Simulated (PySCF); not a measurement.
Sn(F)2(NH2)2, SMILES [F][Sn]([NH2])([NH2])[F] (H₄F₂N₂Sn), PBE0/def2-SVP optimised geometry.

```
9

N     -1.38     0.61     0.00
Sn    -0.55    -1.22     0.00
N     -1.06    -2.37     1.56
F      1.38    -1.22     0.00
F     -1.01    -1.97    -1.72
H     -0.99     1.22     0.71
H     -1.29     1.07    -0.91
H     -2.03    -2.68     1.52
H     -0.46    -3.19     1.64
```

Density from PBE0/def2-TZVP, def2 effective core potentials past Kr in PySCF at that geometry. The core electrons that the potentials of Sn replace are not part of the density.

Minimum of the electron density along straight lines between bonded atoms, close to the bond critical point (lines longer than 1.1 times the sum of covalent radii, or with two minima, are not listed):

```json
[
 {"bond": "N1–Sn2", "length / Å": "2.006", "ρ at the minimum / e bohr⁻³": "0.125", "∇²ρ there / e bohr⁻⁵": "0.34", "position (fraction from the first atom)": "0.49"},
 {"bond": "Sn2–N3", "length / Å": "2.006", "ρ at the minimum / e bohr⁻³": "0.125", "∇²ρ there / e bohr⁻⁵": "0.34", "position (fraction from the first atom)": "0.51"},
 {"bond": "Sn2–F4", "length / Å": "1.933", "ρ at the minimum / e bohr⁻³": "0.119", "∇²ρ there / e bohr⁻⁵": "0.58", "position (fraction from the first atom)": "0.52"},
 {"bond": "Sn2–F5", "length / Å": "1.933", "ρ at the minimum / e bohr⁻³": "0.119", "∇²ρ there / e bohr⁻⁵": "0.58", "position (fraction from the first atom)": "0.52"},
 {"bond": "N1–H6", "length / Å": "1.019", "ρ at the minimum / e bohr⁻³": "0.329", "∇²ρ there / e bohr⁻⁵": "-1.59", "position (fraction from the first atom)": "0.74"},
 {"bond": "N1–H7", "length / Å": "1.019", "ρ at the minimum / e bohr⁻³": "0.329", "∇²ρ there / e bohr⁻⁵": "-1.59", "position (fraction from the first atom)": "0.74"},
 {"bond": "N3–H8", "length / Å": "1.019", "ρ at the minimum / e bohr⁻³": "0.329", "∇²ρ there / e bohr⁻⁵": "-1.59", "position (fraction from the first atom)": "0.74"},
 {"bond": "N3–H9", "length / Å": "1.019", "ρ at the minimum / e bohr⁻³": "0.329", "∇²ρ there / e bohr⁻⁵": "-1.59", "position (fraction from the first atom)": "0.74"}
]
```
